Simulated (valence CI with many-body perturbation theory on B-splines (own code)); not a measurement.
## Tl⁷³⁺: magnetic and hyperfine properties of the levels

Calculated by configuration interaction combined with many-body perturbation theory (CI+MBPT): six valence electrons over a frozen Dirac-Fock core [He], a basis of 9 s, 9 p, 8 d, 6 f, 3 g, 1 h functions for each j, with the one-electron correlation potential Σ1, the two-electron term Σ2, the three-electron term Σ3, Breit, model QED; selected CI, second order for the rest, scaled by the run's own slope (own B-spline code, finite nucleus).

The last digits are not significant, and no measured levels were compared; by estimate large intervals hold to a few tenths of a per cent, small ones and those within an open d or f shell to about a per cent. Among the levels kept, up to 1900 cm⁻¹ of a level comes from second order outside the variational space, and about a tenth of that is noise between levels of different J, which matters for small intervals.

A/g_I is the dipole constant over the nuclear g factor μ/I (μ in nuclear magnetons, uniformly magnetised nucleus), B/Q the quadrupole constant per barn. Both hold the static response of the core; the bare values leave it out. Large factors of s and p1/2 electrons are usually good to 5 to 10 %; those of open d and f shells near neutrality can be off by tens of per cent, and small factors of p3/2, d and f electrons come from cancelling terms and can be off by a factor of two or in sign, in half-filled shells by more. B is blank for J = 1/2, where it vanishes, and for nearly pure S terms. Energies count from the lowest level. Levels with J = 0 are left out.

Levels are named by their leading jj configuration (3d3/2^4 stands for four electrons in 3d with j = 3/2), which in mixed levels can hold well under half, so a name can repeat and another be missing. Letters in brackets count levels of one name in rising energy.

```csv
Level,E (eV),g,A/g_I (MHz),A/g_I bare,B/Q (MHz/b),B/Q bare
(2s^2 2p1/2^2 2p3/2^2) J=2,0,1.296,1100000,1120000,86600,86700
(2s^2 2p1/2 2p3/2^3) J=1,2134,1.463,-1520000,-1480000,-1110000,-1110000
(2s^2 2p1/2 2p3/2^3) J=2,2153,1.114,3740000,3740000,-2310000,-2310000
(2s 2p1/2^2 2p3/2^3) J=2,2604,1.454,9500000,9440000,-2210000,-2210000
(2s 2p1/2^2 2p3/2^3) J=1,2700,1.142,-7330000,-7200000,-967000,-968000
(2s 2p1/2 2p3/2^4) J=1,4794,1.260,2.32e+07,2.30e+07,-136000,-136000
(2s^2 2p1/2^2 2p3/2 3s) J=2,10373,1.472,3310000,3300000,2190000,2200000
(2s^2 2p1/2^2 2p3/2 3s) J=1,10383,1.128,-1100000,-1060000,1110000,1110000
(2s^2 2p1/2^2 2p3/2 3p1/2) J=1,10515,1.459,522000,554000,1090000,1090000
(2s^2 2p1/2^2 2p3/2 3p1/2) J=2,10516,1.139,1680000,1700000,2170000,2170000
(2s^2 2p1/2^2 2p3/2 3p3/2) J=3,11127,1.309,713000,729000,2860000,2860000
(2s^2 2p1/2^2 2p3/2 3p3/2) J=1,11128,1.318,709000,725000,-1140000,-1140000
(2s^2 2p1/2^2 2p3/2 3p3/2) J=2,11160,1.304,715000,731000,38800,38800
(2s^2 2p1/2^2 2p3/2 3d3/2) J=2,11262,1.026,643000,654000,-1790,-1770
(2s^2 2p1/2^2 2p3/2 3d3/2) J=3,11271,1.054,641000,652000,2280000,2280000
(2s^2 2p1/2^2 2p3/2 3d3/2) J=1,11275,1.059,639000,650000,-921000,-923000
(2s^2 2p1/2^2 2p3/2 3d5/2) J=4,11413,1.228,454000,463000,2300000,2310000
(2s^2 2p1/2^2 2p3/2 3d5/2) J=2,11426,1.210,151000,153000,-1530000,-1530000
(2s^2 2p1/2^2 2p3/2 3d5/2) J=3,11443,1.203,372000,379000,-427000,-428000
(2s^2 2p1/2^2 2p3/2 3d5/2) J=1,11458,1.081,-713000,-731000,253000,253000
(2s^2 2p1/2 2p3/2^2 3s) J=2 [a],12491,1.570,1550000,1560000,120000,120000
(2s^2 2p1/2 2p3/2^2 3s) J=1 [a],12505,1.290,-3730000,-3670000,32300,32400
(2s^2 2p1/2 2p3/2^2 3s) J=3,12516,1.291,4360000,4350000,-4750,-4770
(2s^2 2p1/2 2p3/2^2 3s) J=2 [b],12526,1.010,2310000,2330000,-31200,-31200
(2s^2 2p1/2 2p3/2^2 3s) J=1 [b],12582,1.291,1.08e+07,1.08e+07,-15700,-15700
(2s^2 2p1/2 2p3/2^2 3p1/2) J=1 [a],12629,1.627,-2110000,-2060000,47100,47200
(2s^2 2p1/2 2p3/2^2 3p1/2) J=2 [a],12637,1.186,1620000,1640000,12200,12200
(2s^2 2p1/2 2p3/2^2 3p1/2) J=3,12653,1.070,3270000,3280000,-20800,-20800
(2s^2 2p1/2 2p3/2^2 3p1/2) J=2 [b],12701,1.288,1700000,1720000,69400,69500
(2s^2 2p1/2 2p3/2^2 3p1/2) J=1 [b],12714,0.623,7570000,7540000,-3700,-3700
(2s 2p1/2^2 2p3/2^2 3s) J=3,12896,1.520,8170000,8120000,229000,229000
(2s 2p1/2^2 2p3/2^2 3s) J=2 [a],12930,1.357,8160000,8120000,114000,114000
```

Task: Take the isotope of mass number 205, with I = 1/2, μ = 1.632 μN. What is the hyperfine structure of (2s^2 2p1/2 2p3/2^3) J=2?

Result: From the table A = 1.22e+07 MHz. Shifts from the centre of gravity in MHz: F = 3/2: -1.83e+07, F = 5/2: 1.22e+07.
